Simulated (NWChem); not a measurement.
Everything below was run with NWChem. System: ITl, charge 0, spin multiplicity 1, at a geometry optimised with B3LYP/def2-SVP with def2 effective core potentials on I, Tl. The structure started from a generated list of species. Level: TD-PBE/def2-SVPD with def2 effective core potentials on I, Tl.

Output (cleaned and shortened):

```
             Northwest Computational Chemistry Package (NWChem) 7.3.0
             --------------------------------------------------------

                                NWChem Input Module
                                -------------------

 Scaling coordinates for geometry "geometry" by  1.889725989
 (inverse scale =  0.529177249)

 Turning off AUTOSYM since
 SYMMETRY directive was detected!

                             Geometry "geometry" -> ""
                             -------------------------

 Output coordinates in angstroms (scale by  1.889725989 to convert to a.u.)

  No.       Tag          Charge          X              Y              Z
 ---- ---------------- ---------- -------------- -------------- --------------
    1 Tl                  81.0000     0.00000000     0.00000000    -1.14595000
    2 I                   53.0000     0.00000000     0.00000000     1.75135800

 Effective nuclear repulsion energy (a.u.)     784.0926577208

            Nuclear Dipole moment (a.u.)
            ----------------------------
        X                 Y               Z
 ---------------- ---------------- ----------------
     0.0000000000     0.0000000000     0.0000453534

      Symmetry information
      --------------------

 Group name             C2v
 Group number             16
 Group order               4
 No. of unique centers     2

      Symmetry unique atoms

     1    2


 Summary of "ao basis" -> "" (spherical)
 ------------------------------------------------------------------------------
       Tag                 Description            Shells   Functions and Types
 ---------------- ------------------------------  ------  ---------------------
 *                         def2-svpd                  on all atoms

 Summary of "ao basis" -> "ao basis" (spherical)
 ------------------------------------------------------------------------------
       Tag                 Description            Shells   Functions and Types
 ---------------- ------------------------------  ------  ---------------------
 Tl                        def2-svpd                12       32   5s4p3d
 I                         def2-svpd                13       35   5s5p3d

 Summary of "ao basis" -> "ao basis" (spherical)
 ------------------------------------------------------------------------------
       Tag                 Description            Shells   Functions and Types
 ---------------- ------------------------------  ------  ---------------------
[...]
     Transition Moments   YY  0.00000  YZ  0.19842  ZZ -0.00000
     Dipole Oscillator Strength                    0.0106469238
     Electric Quadrupole                           0.0000001148
     Magnetic Dipole                               0.0000024787
     Total Oscillator Strength                     0.0106495172

          sigma_e =   2.2097 Angstrom
          sigma_h =   2.0837 Angstrom
         |d_h->e| =   2.0240 Angstrom
            d_exc =   3.6538 Angstrom
            d_CD1 =   2.1500 Angstrom
            d_CD2 =  -0.1227 Angstrom
            d_CD3 =   5.6778 Angstrom
     Pearson C.C. =  -0.0031

     Occ.   20  a1  ---  Virt.   25  b1  -0.06579 X
     Occ.   21  a1  ---  Virt.   24  b2   0.06406 X
     Occ.   21  a1  ---  Virt.   25  b1   0.99567 X
  ----------------------------------------------------------------------------
  Root   6 singlet a1             0.137140522 a.u.                3.7318 eV
  ----------------------------------------------------------------------------
     Transition Moments    X  0.00000   Y -0.00000   Z -0.66142
     Transition Moments   XX  0.57934  XY -0.00000  XZ -0.00000
     Transition Moments   YY  0.57934  YZ  0.00000  ZZ -2.63736
     Dipole Oscillator Strength                    0.0399970201
     Electric Quadrupole                           0.0000000474
     Magnetic Dipole                               0.0000000000
     Total Oscillator Strength                     0.0399970675

          sigma_e =   2.2977 Angstrom
          sigma_h =   1.6630 Angstrom
         |d_h->e| =   2.6485 Angstrom
            d_exc =   3.8980 Angstrom
            d_CD1 =   3.2833 Angstrom
            d_CD2 =   0.6682 Angstrom
            d_CD3 =   6.5465 Angstrom
     Pearson C.C. =  -0.0177

     Occ.   21  a1  ---  Virt.   26  a1  -0.31888 X
     Occ.   21  a1  ---  Virt.   35  a1   0.05002 X
     Occ.   22  b2  ---  Virt.   24  b2  -0.66890 X
     Occ.   22  b2  ---  Virt.   24  b2   0.05136 Y
     Occ.   22  b2  ---  Virt.   34  b2   0.05103 X
     Occ.   23  b1  ---  Virt.   25  b1  -0.66890 X
     Occ.   23  b1  ---  Virt.   25  b1   0.05136 Y
     Occ.   23  b1  ---  Virt.   33  b1  -0.05103 X
  ----------------------------------------------------------------------------
  Root   7 singlet b1             0.173126443 a.u.                4.7110 eV
  ----------------------------------------------------------------------------
     Transition Moments    X -0.14091   Y  0.00034   Z -0.00000
     Transition Moments   XX  0.00000  XY -0.00000  XZ -1.66977
     Transition Moments   YY  0.00000  YZ  0.00406  ZZ -0.00000
     Dipole Oscillator Strength                    0.0022917387
     Electric Quadrupole                           0.0000000770
     Magnetic Dipole                               0.0000000354
     Total Oscillator Strength                     0.0022918512

          sigma_e =   2.9551 Angstrom
          sigma_h =   1.5682 Angstrom
         |d_h->e| =   2.9003 Angstrom
            d_exc =   4.4293 Angstrom
            d_CD1 =   4.2872 Angstrom
            d_CD2 =   0.6387 Angstrom
            d_CD3 =   7.3296 Angstrom
     Pearson C.C. =  -0.0015

     Occ.   23  b1  ---  Virt.   26  a1   0.99915 X
  ----------------------------------------------------------------------------
  Root   8 singlet b2             0.173126464 a.u.                4.7110 eV
  ----------------------------------------------------------------------------
     Transition Moments    X  0.00034   Y  0.14091   Z -0.00000
     Transition Moments   XX  0.00000  XY -0.00000  XZ  0.00406
     Transition Moments   YY  0.00000  YZ  1.66977  ZZ  0.00000
     Dipole Oscillator Strength                    0.0022917395
     Electric Quadrupole                           0.0000000770
     Magnetic Dipole                               0.0000000354
     Total Oscillator Strength                     0.0022918519

          sigma_e =   2.9551 Angstrom
          sigma_h =   1.5682 Angstrom
         |d_h->e| =   2.9003 Angstrom
            d_exc =   4.4293 Angstrom
            d_CD1 =   4.2872 Angstrom
            d_CD2 =   0.6387 Angstrom
            d_CD3 =   7.3296 Angstrom
     Pearson C.C. =  -0.0015

     Occ.   22  b2  ---  Virt.   26  a1  -0.99915 X

              Target root =      1
          Target symmetry = none
      Ground state energy =   -470.323485176838
        Excitation energy =      0.117582279386
     Excited state energy =   -470.205902897452

  stored tddft:energy   -470.20590289745178

 Task  times  cpu:       46.6s     wall:       46.6s

 Total times  cpu:       46.6s     wall:       46.6s
```

Problem. Write an NWChem input that would produce this output.

Solution. This is not unique; one that fits is 
```
start mol
memory heap 200 mb stack 900 mb global 1100 mb
geometry units angstroms nocenter noautoz
  Tl     0.000000     0.000000    -1.145950
  I      0.000000     0.000000     1.751358
  symmetry group C2v
end
basis spherical
  * library def2-svpd
end
ecp
  I library def2-ecp
  Tl library def2-ecp
end
dft
  xc xpbe96 cpbe96
  semidirect memsize 60000000 filesize 0
  iterations 100
end
tddft
  rpa
  nroots 8
  notriplet
  thresh 1e-4
end
task tddft energy
```
